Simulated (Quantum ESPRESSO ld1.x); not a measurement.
Q: Hg XLV, 36 electrons, occupied as [Kr]. Method: Dirac Kohn-Sham, PBEsol, spin-unpolarised, spherical densities, point nucleus; computed with ld1.x of Quantum ESPRESSO 7.5. Some entries of the table are withheld. Estimate them.

orbital,occ.,eigenvalue (eV),<r> (bohr),r(max) (bohr)
1s1/2,2,-85168.1,0.01659,0.010
2s1/2,2,-16850.7,0.06919,0.059
2p1/2,2,-16256.3,0.05689,(1)
2p3/2,4,-14307.3,0.06554,(2)
3s1/2,2,-5558.36,0.1779,0.166
3p1/2,2,-5297.44,0.1681,0.155
3p3/2,4,-4851.96,0.1831,0.170
3d3/2,4,(3),0.1589,0.132
3d5/2,6,(4),0.1634,0.136
4s1/2,2,-2584.10,0.3591,0.354
4p1/2,2,-2470.73,(5),0.348
4p3/2,4,-2326.88,(6),0.372

A: 
(1) 2p1/2 r(max) (bohr): 0.044
(2) 2p3/2 r(max) (bohr): 0.051
(3) 3d3/2 eigenvalue (eV): -4430.99
(4) 3d5/2 eigenvalue (eV): -4334.56
(5) 4p1/2 <r> (bohr): 0.3550
(6) 4p3/2 <r> (bohr): 0.3771
